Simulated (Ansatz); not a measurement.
Job for Ansatz (a program for electronic structure): U-CCSD(T)/cc-pVDZ on GeO, a point of a bond scan (R = 3.755 Å). The run froze 15 orbitals, filled d shells among them.

Ansatz 0.2 input:
```yaml
crystal:
  periodic: [false, false, false]
  atoms:
    - {symbol: Ge, position_ang: [-0.00000000, -0.00000000, -0.32648771]}
    - {symbol: O, position_ang: [0.00000000, 0.00000000, 3.42812093]}
basis:
  gaussian:
    orbitals: cc-pVDZ
correlation: {method: ccsd_t, electrons: outside_noble_gas}
scf: {omitted_lower_state_checks: [cluster_reference]}
magnetization: {spin_polarized: true, initial_magnetization: 0}
```

It printed:

```
WARN ansatz: RAYON_NUM_THREADS=1 ignored (pool sized by the plan → 1); use --threads N
Functional definition: HF
these checks for a lower state are left out or cut short: cluster_reference
integrals: 0.02 GiB planned
459 factors; integrals over basis functions are off by at most 1.5e-4 eV
mean field: 0.12 GiB planned
mean field evaluation 1: about -58475.2068 eV, gradient 4.8e1 eV
mean field evaluation 2: about -58475.2075 eV, gradient 4.8e1 eV
mean field evaluation 4: about -58477.7918 eV, gradient 4.1e1 eV
mean field evaluation 8: about -58477.7924 eV, gradient 4.1e1 eV
mean field evaluation 16: about -58501.8322 eV, gradient 9.9e-3 eV
mean field evaluation 32: about -58505.3737 eV, gradient 9.0e-3 eV
mean field evaluation 64: about -58505.3722 eV, gradient 2.9e-1 eV
mean field evaluation 96: about -58505.3909 eV, gradient 3.6e-2 eV
mean field evaluation 128: about -58506.7700 eV, gradient 8.3e-4 eV
mean field evaluation 160: about -58506.7726 eV, gradient 8.5e-1 eV
mean field evaluation 192: about -58506.8030 eV, gradient 8.7e-2 eV
mean field evaluation 224: about -58506.8239 eV, gradient 3.9e-2 eV
mean field evaluation 256: about -58506.7521 eV, gradient 9.1e-4 eV
mean field evaluation 288: about -58506.7260 eV, gradient 1.5e-1 eV
mean field evaluation 320: about -58506.8099 eV, gradient 5.4e-1 eV
mean field evaluation 352: about -58505.3495 eV, gradient 5.9e-1 eV
mean field evaluation 384: about -58505.3545 eV, gradient 3.3e-3 eV
mean field evaluation 416: about -58506.8238 eV, gradient 9.8e-2 eV
mean field -58506.82419562 eV, -2150.0861318394 hartree, gradient 7.5e-6 eV, S^2 2.013184; 20 other end points of the search recorded, 0 dependent functions left out
15 core orbitals not correlated
reference -58506.82419562 eV, -2150.0861318394 hartree; 5, 5 occupied and 21, 21 virtual orbitals, 459 factors
second order -3.88364127 eV of doubles, -0.00000000 eV of singles
coupled cluster: 0.06 GiB planned
cycle   1  -4.51678957 eV  change   -6.3e-1 eV  update   5.6e-2
cycle   2  -4.72435282 eV  change   -2.1e-1 eV  update   2.0e-2
cycle   3  -4.73167676 eV  change   -7.3e-3 eV  update   5.5e-3
cycle   4  -4.73254909 eV  change   -8.7e-4 eV  update   2.2e-3
cycle   5  -4.73350985 eV  change   -9.6e-4 eV  update   1.4e-3
cycle   6  -4.73373110 eV  change   -2.2e-4 eV  update   1.0e-3
cycle   7  -4.73354029 eV  change    1.9e-4 eV  update   7.5e-4
cycle   8  -4.73390954 eV  change   -3.7e-4 eV  update   4.4e-4
cycle   9  -4.73389832 eV  change    1.1e-5 eV  update   2.5e-4
cycle  10  -4.73381869 eV  change    8.0e-5 eV  update   1.3e-4
cycle  11  -4.73380516 eV  change    1.4e-5 eV  update   5.7e-5
cycle  12  -4.73381437 eV  change   -9.2e-6 eV  update   3.5e-5
cycle  13  -4.73383756 eV  change   -2.3e-5 eV  update   2.6e-5
cycle  14  -4.73383801 eV  change   -4.4e-7 eV  update   1.8e-5
cycle  15  -4.73383425 eV  change    3.8e-6 eV  update   1.3e-5
cycle  16  -4.73383078 eV  change    3.5e-6 eV  update   1.0e-5
coupled cluster: 0.06 GiB planned
perturbative correction -0.04227768 eV, -0.0015536760 hartree
Total energy: -58511.60030408 eV, -2150.2616505877 hartree
Checks for a lower state left out: cluster_reference
```

The calculation finished and met its thresholds. Its determinant has ⟨S²⟩ = 2.01, a mixture of spin states.

Cost: around 3.0 core-seconds (rough).
